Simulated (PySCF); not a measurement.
C8H8O2, SMILES CC(=O)c1ccc(O)cc1, GFN2-xTB optimised geometry. Atoms within 1.6 Å of the plane z = 1.0 Å (x, y, z in Å): C1 (-2.51, -1.91, -0.01), C2 (-1.00, -1.93, 0.00), O3 (-0.38, -2.97, 0.00), C4 (-0.31, -0.62, 0.00), C5 (-0.97, 0.61, 0.00), C6 (-0.27, 1.79, 0.00), C7 (1.13, 1.78, 0.00), O8 (1.78, 2.97, 0.00), C9 (1.80, 0.56, 0.00), C10 (1.09, -0.62, 0.00), H11 (-2.88, -2.93, -0.02), H13 (-2.88, -1.40, 0.87), H14 (-2.05, 0.65, 0.00), H15 (-0.77, 2.75, 0.00), H16 (2.73, 2.82, 0.00), H17 (2.88, 0.55, 0.00), H18 (1.60, -1.57, 0.00).

Calculation: CAM-B3LYP/def2-SVP in PySCF.

Map of the electrostatic potential (hartree/e), clipped to [-0.08, 0.12] on the plane z = 1.0 Å:

```
|3333333333333333322222333344444|
|3333333333333333222222333444444|
|3333333333333333222112334444444|
|3333333333333333221112334454444|
|3333333334444433221112345555544|
|3333333344444443322123456665554|
|3333333444444444333345567766554|
|3333344444444555455556677766554|
|3333444444445676678876677766554|
|3334444444445798789997666665554|
|3344444444445798789987666655544|
|3444444444556677678876655555544|
|3444444555678765556788655555444|
|3444444555699965555799755555444|
|3444444555689865555788655554444|
|4444445555567666566666544444444|
|3444455555556787679865444444444|
|3444579865566898689965444444444|
|3444699996677887678864444444333|
|3444799998789876555554433333333|
|3344699999999975434444433333333|
|3334589999999974323344333333333|
|3334456887799853212233333333333|
|3333445555556653101223333333333|
|3333444444333442000122233333333|
|3333344433211221000122223333333|
|3333333332110000000112222333333|
|3333333322100000001112222333333|
|3333333322110000011122222333333|
|3333333222111101111122222233333|
|3333333222211111111222222233333|
```
Scale: ten equal steps from -0.064 (start of '0') to 0.120 (end of '9'), in the order '0123456789'; x runs from -5.00 to 5.00, y from -5.00 (bottom) to 5.00 (top).
